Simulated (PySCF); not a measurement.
Isomers of C6H16AlN. Computed with PySCF, PBE0-D3(BJ)/def2-SVP geometry optimisation, gas phase. Energies are electronic, without zero-point or thermal terms, for one conformer each. No frequencies were run at this level. Point groups hold within 0.08 Å.

**Question.** Order them by energy at this level, lowest first, and give relative energies in kJ/mol.
A. AlMe2(NEt2) (`CC[N](CC)[Al]([CH3])[CH3]`)
B. AlMe2(NHtBu) (`[CH3][Al]([CH3])[NH]C(C)(C)C`)
C. `[CH3:1][Al@@H-:2]1[CH2:3][CH2:4][CH2:5][N+:6]1([CH3:7])[CH3:8]` with C1–Al2–C3–C4 -108°, Al2–C3–C4–C5 -26°, C3–C4–C5–N6 51°, C4–C5–N6–C7 72°

**Answer.** B (0.0), A (33.2), C (76.4).

```csv
SMILES,E (Eh),E rel (kJ/mol),dipole (D),point group,"A, B, C (MHz)"
[CH3][Al]([CH3])[NH]C(C)(C)C,-534.76375,0.0,0.64,C1,"2463, 957.8, 820.4"
CC[N](CC)[Al]([CH3])[CH3],-534.75110,33.2,0.32,C2,"1704, 1246, 828.9"
[CH3][Al@@H-]1[CH2]CC[N+]1(C)C,-534.73467,76.4,4.31,C1,"1849, 1643, 1168"
```

**Question.** How do the relative energies change in single points at CAM-B3LYP/def2-SVPD (no added dispersion term) on the same geometries?

**Answer.** 
```json
{"SMILES": "[CH3][Al]([CH3])[NH]C(C)(C)C", "PBE0-D3(BJ)/def2-SVP (kJ/mol)": "0.0", "CAM-B3LYP/def2-SVPD (kJ/mol)": "0.0", "shift": "0.0"}
{"SMILES": "CC[N](CC)[Al]([CH3])[CH3]", "PBE0-D3(BJ)/def2-SVP (kJ/mol)": "33.2", "CAM-B3LYP/def2-SVPD (kJ/mol)": "38.4", "shift": "+5.2"}
{"SMILES": "[CH3][Al@@H-]1[CH2]CC[N+]1(C)C", "PBE0-D3(BJ)/def2-SVP (kJ/mol)": "76.4", "CAM-B3LYP/def2-SVPD (kJ/mol)": "96.4", "shift": "+20.0"}
```

Each column counts from its own lowest isomer. The order is unchanged; the largest shift is 20.0 kJ/mol.
